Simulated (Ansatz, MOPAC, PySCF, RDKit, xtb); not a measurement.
Noncovalent pair: CH5N (SMILES CN) (first 7 atoms) with CH4S (SMILES CS); geometry from B3LYP-D3(BJ)/def2-TZVP, rigid monomers moved along the line of their centres of mass till N2···H13 is 3.02 Å.
(charge 0, multiplicity 1):
```xyz
13

C      0.41790     0.39043     0.46302
N     -0.36245    -0.81726     0.73830
H      1.42491     0.26215     0.86161
H     -0.03482     1.23312     0.98713
H      0.50299     0.64915    -0.59934
H      0.06953    -1.63557     0.32694
H     -1.29530    -0.74311     0.35045
C      1.15178     0.13837     5.14524
S     -0.65565    -0.04393     4.99142
H      1.53985     0.85655     4.42498
H      1.34874     0.50954     6.14954
H      1.65454    -0.81912     5.02215
H     -0.64910    -0.53863     3.73016
```

```csv
level,interaction energy (kcal/mol),cost
UFF,-0.84,-
GFN-FF,-1.77,-
PM3,-0.71,-
PM6,-1.66,-
PM7,-2.70,-
GFN1-xTB,-1.37,-
HF/6-31G*,-1.25,-
B3LYP/6-31G*,-1.47,-
B3LYP/6-31G* (no counterpoise),-2.18,-
B3LYP/def2-TZVPPD,-1.21,×2
B3LYP-D4/def2-TZVPPD,-2.14,×2
PBE0-D3(BJ)/def2-TZVPPD,-2.37,×2
PBE0-D4/def2-TZVPPD,-2.35,×2
M06-2X/6-31G* (no counterpoise),-2.60,-
wB97M-V/def2-TZVPPD,-2.09,×4
MP2/6-31G*,-1.85,-
MP2/aug-cc-pV(D+d)Z,-2.16,-
SCS-MP2/aug-cc-pV(D+d)Z,-1.89,-
CCSD/aug-cc-pV(D+d)Z,-1.92,-
CCSD(T)/aug-cc-pV(D+d)Z,-2.07,×20
```

The rows run from -2.70 (PM7) to -0.71 kcal/mol (PM3). In aug-cc-pV(D+d)Z the value moves MP2 -2.16, CCSD -1.92, CCSD(T) -2.07, a shift of 0.10 from MP2 to CCSD(T). The dispersion term adds -0.93 in B3LYP-D4.

Counterpoise-corrected where a basis set is named; no monomer relaxation. Rows marked so take none. RDKit's UFF carries no charges.

Correlated levels freeze the cores. Rows in 6-31G* carry no dispersion term and start afresh at each structure (6-31G* with six Cartesian d functions). MP2/6-31G* freezes PySCF's default core. The state that PM3, PM6, PM7 reach isn't checked; PM7 holds dispersion and hydrogen-bond terms.

Run with Ansatz (Gaussian basis) for Hartree–Fock, density functionals and correlated methods; MOPAC for PM3, PM6, PM7 (differences of heats of formation); PySCF for 6-31G* rows, the dispersion terms; RDKit for the force fields; xtb for the GFN methods. Each number belongs to the level named beside it.

Costs are rough ratios of core time to PBE/def2-TZVPPD (about 8 s over the structures, on one shared machine); a dash marks a level with no comparable run of its own.

Ansatz is an electronic-structure program.
